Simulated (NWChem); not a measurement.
System: CH$_{4}$Cl$_{2}$InN; SMILES C[NH][In]([Cl])[Cl]

```xyz
9

In    -0.0629     0.1013    -0.0053
Cl    -0.4315     2.4052    -0.0004
Cl     2.1454    -0.6629     0.0088
N     -1.5542    -1.2242     0.0704
C     -1.4242    -2.6576    -0.0338
H     -2.5033    -0.8760    -0.0049
H     -1.7965    -3.0608    -0.9944
H     -1.9647    -3.1793     0.7774
H     -0.3672    -2.9538     0.0490
```
Atoms are numbered in this order, from 1.

Program: NWChem. Medium grid unless said otherwise, to which SCAN and Minnesota functionals are sensitive. Geometry: optimised at PBE0/def2-SVP. No frequency run checked for a minimum. def2 effective core potentials on In; no spin-orbit coupling. Total energies of different functionals are on different scales.

```tsv
level	energy (Ha)	highest occupied level (eV)	orbital gap (eV)	dipole (D)
B3LYP/def2-SVP	-1205.6241	-6.71	4.50	3.02
PBE/def2-SVP	-1205.0297	-5.63	2.79	3.12
BLYP/def2-SVP	-1205.4253	-5.47	2.76	3.03
TPSSh/def2-SVP	-1205.5030	-6.28	3.86	3.17
RPBE/def2-SVP	-1205.4998	-5.59	2.84	3.09
MN15/def2-SVP	-1204.7284	-7.78	6.29	3.10
LDA (Slater exchange, VWN5)/def2-SVP	-1201.4246	-5.76	2.69	3.19
HCTH/407/def2-SVP	-1206.2117	-5.80	2.81	3.12
BP86/def2-SVP	-1205.7304	-5.74	2.78	3.15
LC-BLYP (range parameter 0.33 per bohr)/def2-SVP	-1204.5952	-9.23	9.23	3.00
```
